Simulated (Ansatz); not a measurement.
C₈H₁₆, SMILES `C=CCCCCCC`, relaxed with RKS PBE0-D4/def2-TZVP in the Gaussian-basis code of Ansatz from a GFN2-xTB geometry. The force threshold is 0.005 eV/Å; the program also tests the step.

The species carries charge 0 and has multiplicity 1.

Start:

```xyz
24

C    -1.288    0.947   -2.420
C    -0.132    1.583   -2.447
C     0.643    2.116   -1.279
C     0.202    1.621    0.098
C     0.534    0.146    0.315
C    -0.004   -0.367    1.648
C     0.375   -1.820    1.935
C    -0.314   -2.813    1.005
H    -1.769    0.621   -3.327
H    -1.810    0.718   -1.507
H     0.333    1.787   -3.404
H     0.572    3.209   -1.308
H     1.699    1.867   -1.426
H    -0.871    1.782    0.218
H     0.707    2.216    0.863
H     0.114   -0.438   -0.504
H     1.619    0.016    0.292
H     0.387    0.264    2.451
H    -1.093   -0.273    1.659
H     1.458   -1.933    1.847
H     0.102   -2.056    2.966
H    -0.011   -2.658   -0.027
H    -0.058   -3.832    1.285
H    -1.395   -2.703    1.068
```

| step | energy (eV) | largest force (eV/Å) | largest move (Å) |
| --- | --- | --- | --- |
| 1 | -8549.7811 | 0.616 | 0.000 |
| 2 | -8549.8033 | 0.206 | 0.056 |
| 3 | -8549.8073 | 0.078 | 0.043 |
| 4 | -8549.8085 | 0.045 | 0.035 |
| 5 (rejected) | -8549.8061 | 0.169 | 0.028 |
| 6 | -8549.8091 | 0.010 | 0.014 |
| 7 | -8549.8093 | 0.023 | 0.032 |
| 8 | -8549.8095 | 0.014 | 0.013 |
| 9 | -8549.8096 | 0.005 | 0.008 |
| 10 | -8549.8096 | 0.005 | 0.009 |
| 11 | -8549.8096 | 0.003 | 0.007 |
| 12 | -8549.8096 | 0.003 | 0.007 |

End:

```xyz
24

C    -1.296    0.975   -2.448
C    -0.155    1.649   -2.470
C     0.649    2.103   -1.291
C     0.204    1.596    0.072
C     0.517    0.127    0.315
C     0.001   -0.371    1.656
C     0.357   -1.818    1.968
C    -0.281   -2.828    1.029
H    -1.809    0.714   -3.366
H    -1.767    0.659   -1.523
H     0.256    1.932   -3.438
H     0.647    3.201   -1.295
H     1.697    1.825   -1.459
H    -0.871    1.772    0.198
H     0.695    2.194    0.847
H     0.099   -0.475   -0.497
H     1.604   -0.018    0.270
H     0.396    0.275    2.449
H    -1.090   -0.254    1.688
H     1.448   -1.933    1.944
H     0.053   -2.043    2.996
H     0.061   -2.701    0.000
H    -0.044   -3.852    1.328
H    -1.371   -2.727    1.029
```

Run time 20 s (4 threads of an AMD EPYC 7R13 on a shared host and a share of an NVIDIA H100 80 GB); peak host memory 0.98 GiB.
